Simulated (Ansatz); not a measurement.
`[Cl][In]([Cl])[I]` and `[Cl][InH][Cl]` differ in one atom or group.

Ansatz, PBE0-D4/def2-TZVP geometries, multiplicity 1. 

Elements past krypton have def2 core potentials.  Spin–orbit coupling is left out; it splits and shifts lone-pair levels of the heavy atoms by tenths of an eV.

```tsv
property	`[Cl][In]([Cl])[I]`
size of the dipole moment (B3LYP/def2-TZVPP) / D	1.33
size of the dipole moment (ωB97M-V/def2-TZVPP) / D	1.25
LUMO energy (PBE/def2-TZVPP) / eV	-3.74
HOMO–LUMO gap (PBE/def2-TZVPP) / eV	3.40
zero-point energy (PBE0-D4/def2-TZVP) / kJ/mol	7.2
HOMO–LUMO gap (PBE0/def2-TZVPP) / eV	5.37
```

(1) Give the same properties after the change, and the shifts. (An estimate is asked.)

Results:

(1) Ansatz gave: 
```tsv
property	`[Cl][InH][Cl]`	shift
size of the dipole moment (B3LYP/def2-TZVPP) / D	2.50	1.17
size of the dipole moment (ωB97M-V/def2-TZVPP) / D	2.56	1.31
LUMO energy (PBE/def2-TZVPP) / eV	-2.67	1.07
HOMO–LUMO gap (PBE/def2-TZVPP) / eV	4.87	1.47
zero-point energy (PBE0-D4/def2-TZVP) / kJ/mol	21.5	14.3
HOMO–LUMO gap (PBE0/def2-TZVPP) / eV	6.97	1.60
```

With PBE0 the HOMO falls by 0.62 eV and the LUMO rises by 0.99 eV, so the gap widens by about 1.61 eV. PBE moves the HOMO by -0.40 eV and ωB97M-V by -0.71 eV. Dipoles are sizes alone; their direction can turn.

B3LYP here is the variant with VWN-RPA as its local correlation; programs differ in this.
